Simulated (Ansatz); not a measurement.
A nudged elastic band was laid between two geometries of CH8AlClSi2 (13 atoms, charge 0, multiplicity 1).

Method: Ansatz 0.2.0, RKS PBE0/cc-pVDZ.

```json
{"movable images": "5", "climbing image": "yes", "spring": "5.0 eV/Å²", "optimiser": "quadratic models (default)", "start path": "through a guess of the saddle point", "force threshold": "0.05 eV/Å", "iteration limit": "44", "end points": "relaxed"}
```

First end point:

```xyz
13
Properties=species:S:1:pos:R:3
Si -1.355 0.891 1.479
C 0.383 0.149 1.398
Al 0.646 -1.169 -0.035
Si 1.096 -0.414 -2.336
Cl -0.874 -0.325 -3.124
H -1.485 1.860 2.619
H -1.674 1.614 0.204
H -2.377 -0.192 1.669
H 1.088 0.990 1.271
H 0.588 -0.326 2.374
H 0.446 -2.730 0.238
H 1.863 -1.343 -3.230
H 1.674 0.960 -2.511
```

Last end point:

```xyz
13
Properties=species:S:1:pos:R:3
Si -1.348 0.939 1.478
C 0.435 0.327 1.339
Al 0.708 -1.118 0.035
Si 1.026 -0.585 -2.349
Cl -0.979 -0.651 -3.048
H -2.260 -0.193 1.853
H -1.482 2.012 2.519
H -1.813 1.494 0.163
H 1.061 1.199 1.076
H 0.742 -0.026 2.340
H 0.599 -2.649 0.477
H 1.793 -1.570 -3.182
H 1.539 0.786 -2.685
```

Which bonds break or form, and what moves?

No bond is made or broken. The dihedral H7–Si1–C2–Al3 goes from -61 to 178°.

Give the energies along the band, and the barrier.

It converged. The highest image is number 3 of 0 to 6, 0.039 eV above the ends, which have the same energy within 2 meV. A vibrational analysis at the climbing image gives one clearly imaginary mode, 85i cm⁻¹, and a faint second one (18i cm⁻¹) that may be numerical noise or a soft torsion: probably a first-order saddle point.

```csv
image,path coordinate (Å),energy (eV),dihedral H7–Si1–C2–Al3 (°)
0,0.00,0.000,-61
1,0.93,0.008,-79
2,1.87,0.028,-101
3,2.80,0.039,-125
4,3.75,0.027,-149
5,4.69,0.007,-170
6,5.64,0.000,178
```

What is the geometry of the highest image?


```xyz
13
Properties=species:S:1:pos:R:3
Si -1.357 0.836 1.463
C 0.482 0.379 1.321
Al 0.659 -1.115 0.060
Si 1.044 -0.589 -2.322
Cl -0.885 -0.031 -3.009
H -1.882 0.516 2.831
H -1.587 2.288 1.167
H -2.183 0.046 0.480
H 1.039 1.264 0.974
H 0.850 0.110 2.325
H 0.411 -2.621 0.531
H 1.498 -1.707 -3.213
H 1.932 0.590 -2.593
```

The run took 5.8 min on 2 threads of Intel(R) Xeon(R) CPU @ 2.80GHz (Skylake/Cascade Lake), with other jobs on the host, peak memory 0.38 GiB.
